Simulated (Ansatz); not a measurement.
Species: CH₅OSi, charge 0, doublet. CH5OSi (SMILES CO[SiH2], doublet).
B3LYP-D3(BJ)/def2-TZVP minimum from Ansatz (a first-principles code):
```
O
C 1 1.4190
H 2 1.0896 1 107.95
H 2 1.0933 3 108.81 1 -120.37
H 2 1.0945 3 108.85 4 -118.54
Si 1 1.6497 2 124.93 3 164.95
H 6 1.4858 1 105.77 2 -165.84
H 6 1.4962 7 110.89 1 -118.84
```
Charge 0, spin multiplicity 2.

Total energies in hartree (Ansatz). UHF or UKS for unpaired electrons; spin-orbit terms are left out. Cores are frozen in correlated methods. No relativity. For partners of very few electrons the exact lower level stands in for a higher one.

| species | HF/cc-pV(T+d)Z | CCSD(T)/cc-pV(T+d)Z | HF/cc-pV(Q+d)Z | CCSD(T)/cc-pV(Q+d)Z | CCSD(T)/cc-pV(D+d)Z | CCSDT(Q)/cc-pV(D+d)Z |
|---|---|---|---|---|---|---|
| 1: CH5OSi (SMILES CO[SiH2], doublet) | -404.61863 | -405.19033 | -404.63171 | -405.23825 | -405.02517 | -405.02701 |
| 2: Si (triplet) | -288.85649 | -288.93344 | -288.85845 | -288.93781 | -288.91643 | -288.91690 |
| 3: O (triplet) | -74.81176 | -74.97396 | -74.81729 | -74.99357 | -74.90995 | -74.91013 |
| 4: C (triplet) | -37.69157 | -37.78076 | -37.69331 | -37.78654 | -37.76038 | -37.76071 |
| 5: H (doublet) | -0.49981 | -0.49981 | -0.49995 | -0.49995 | -0.49928 | -0.49928 |

**Question.** Work out the atomisation energy (electronic, to ground-state atoms) in kJ/mol: take Hartree-Fock from cc-pV(Q+d)Z, extrapolate the CCSD(T) correlation energy as X^-3 (X = 3, 4), and add CCSDT(Q) - CCSD(T) in cc-pV(D+d)Z. 1 hartree = 2625.5 kJ/mol.

**Answer.** 
Species 1: correlation (64·(-0.60654) - 27·(-0.57170))/37 = -0.63196; step -0.00184; E1 = -404.63171 + (-0.63196) + (-0.00184) = -405.26551
Species 2: correlation (64·(-0.07936) - 27·(-0.07695))/37 = -0.08112; step -0.00047; E2 = -288.85845 + (-0.08112) + (-0.00047) = -288.94004
Species 3: correlation (64·(-0.17628) - 27·(-0.16220))/37 = -0.18655; step -0.00018; E3 = -74.81729 + (-0.18655) + (-0.00018) = -75.00402
Species 4: correlation (64·(-0.09323) - 27·(-0.08919))/37 = -0.09618; step -0.00033; E4 = -37.69331 + (-0.09618) + (-0.00033) = -37.78982
Species 5: correlation (64·(0.00000) - 27·(0.00000))/37 = 0.00000; step +0.00000; E5 = -0.49995 + (0.00000) + (+0.00000) = -0.49995
-1·E1 +1·E2 +1·E3 +1·E4 +5·E5 = 1.03188 hartree = 2709.2 kJ/mol.
